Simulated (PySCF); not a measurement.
Sn6Cl6 prismane, Sn₆Cl₆.
Geometry (PBE0-D3(BJ)/def2-SVP, Å), atoms numbered from 1 in this order:
```
atom  x, y, z in Å
Sn1    1.3489   -1.7409    0.1249
Cl2    2.6054   -3.7156    0.4945
Sn3   -1.4971   -1.3375    0.9940
Cl4   -3.1419   -2.8721    1.7488
Sn5   -0.7214   -0.9253   -1.8942
Cl6   -1.1243   -2.1349   -3.8945
Sn7    0.6112    1.5709   -1.4063
Cl8    0.9876    3.5076   -2.7226
Sn9    1.5268    0.8283    1.3560
Cl10   3.3526    1.8711    2.4503
Sn11  -1.3553    1.5412    0.8540
Cl12  -2.4770    3.3245    1.9460
```

Computed with TDDFT wB97X-D/def2-SVPD, vertical, gas phase, core orbitals frozen in the response, def2 core potentials past Kr in PySCF 2.14.0, density-fitted response routines. Spin–orbit coupling is left out. Note that the optimisation stopped short of convergence; the values belong to its last geometry.

Transition dipole moments from the ground state, in atomic units and in the frame of the coordinates above (overall signs are arbitrary), for the states with f of 0.002 or more among the lowest 9:

```json
{"state": "S4", "E (eV)": "2.565", "μx": "0.074", "μy": "0.037", "μz": "-0.178"}
{"state": "S5", "E (eV)": "2.589", "μx": "0.226", "μy": "-0.042", "μz": "0.055"}
{"state": "S6", "E (eV)": "2.732", "μx": "-0.075", "μy": "0.127", "μz": "-0.152"}
{"state": "S7", "E (eV)": "2.777", "μx": "-0.159", "μy": "-0.022", "μz": "0.134"}
{"state": "S9", "E (eV)": "3.228", "μx": "0.119", "μy": "0.726", "μz": "0.088"}
```

Question: Work out the oscillator strengths.

Answer: f = (2/3) ΔE |μ|² with ΔE in hartree (27.2114 eV).

```
state  |μ|² (au)  |μ| (D)      f
   S4      0.038     0.50  0.002
   S5      0.056     0.60  0.004
   S6      0.045     0.54  0.003
   S7      0.044     0.53  0.003
   S9      0.549     1.88  0.043
```

Question: Which bond between heavy atoms lies closest to the direction of the S9 transition dipole?

Answer: Sn3–Sn11, at 12° from it; next Sn5–Sn7 and Sn1–Sn9 at 19°.

Question: How is the summed strength of these states shared among x, y and z?

Answer: (2/3) Σ ΔE μα² gives 0.007 for x, 0.043 for y and 0.006 for z, 0.055 in all.

Question: What peak molar absorption coefficient would the strongest computed level give as a lone Gaussian band 0.3 eV wide at half height?

Answer: ε(max) = 2.175×10⁸ f / FWHM, with the width in cm⁻¹. S9: 2.175×10⁸ × 0.0434 / 2420 ≈ 3900 L mol⁻¹ cm⁻¹.

All these states lie below the vertical ionisation energy of 8.32 eV (ΔSCF).

Hardware: 2 threads, Intel Xeon at 2.60 GHz (x86_64) (shared host). Cost: 11 min wall, 24 min CPU (grids of density and orbitals included), 3.8 GiB resident at most.

One conformer stands for the species.
